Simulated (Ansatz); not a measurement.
The cluster Mo₂O₆ (the lowest singlet isomer of a short search). Total charge 0; singlet. Geometry r2SCAN-D4/def2-SVP, basis def2-TZVP, Ansatz.

Cartesian coordinates in Å:
```
Mo -1.022 1.007 0.081
Mo 1.022 -1.007 -0.081
O 1.306 -1.997 -1.413
O 2.119 -1.377 1.142
O 0.806 0.855 -0.464
O -0.806 -0.855 0.464
O -1.306 1.997 1.413
O -2.119 1.377 -1.142
```

```
run  HOMO (eV)  LUMO (eV)
  A     -10.00      -4.87
  B      -8.71      -5.51
  C     -12.45      -2.73
  D     -10.29      -4.87
  E      -8.31      -5.52
```

In the def2 sets Mo takes a core potential; there is no spin–orbit coupling. The structure comes from a short search, and lower isomers may exist.

**Question.** The runs used PBE, PBE0, r2SCAN, r2SCAN0, ωB97X-V. Estimate which is which.

**Answer.** A PBE0 (25 % exact exchange); B r2SCAN (0 % exact exchange); C ωB97X-V (range-separated); D r2SCAN0 (25 % exact exchange); E PBE (0 % exact exchange). Exact exchange lowers occupied and raises empty levels; among semilocal functionals meta-GGAs tend to open the gap a little, and such runs are hard to tell apart. The gap grows from 2.79 eV (PBE) to 9.72 eV (ωB97X-V).
